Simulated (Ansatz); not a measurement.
System: CH$_{9}$OSi$_{2}$, charge 1, multiplicity 1. It need not be the lowest isomer of its formula. SMILES: C[SiH2][OH+][SiH3]
Structure (B3LYP-D3(BJ)/def2-TZVP (Ansatz, a quantum-chemistry and plane-wave program) minimum search):
```xyz
13

C      2.3500     0.6614     0.1946
Si     1.0503    -0.3617    -0.6057
O     -0.5382     0.4430    -0.2744
Si    -1.9286    -0.2313     0.6269
H      2.4024     1.6628    -0.2372
H      2.1946     0.7432     1.2713
H      3.3218     0.1860     0.0311
H      1.0724    -0.4097    -2.0734
H      0.7484    -1.6554     0.0241
H     -0.6792     1.3161    -0.6716
H     -2.3586    -1.3817    -0.1739
H     -2.8517     0.9091     0.6333
H     -1.3482    -0.5795     1.9275
```
Charge +1, spin multiplicity 1.

Parts of the frozen-core correlation energy in cc-pV(T+d)Z (Ansatz, hartree). Frozen orbitals: 12; correlated occupied orbitals by spin: 13 and 13; virtual: 239 and 239. No spin-orbit coupling. No relativistic terms.

| term | value |
|---|---|
| reference (HF) | -695.74550 |
| MP2 opposite-spin | -0.53129 |
| MP2 same-spin | ___ |
| CCSD correlation | ___ |
| (T) | ___ |
| T1 diagnostic | 0.010 |
| largest doubles amplitude | 0.022 |

**Question.** Some entries are withheld; supply them.

**Answer.** 
- MP2 same-spin, value: -0.13278
- CCSD correlation, value: -0.72015
- (T), value: -0.02320
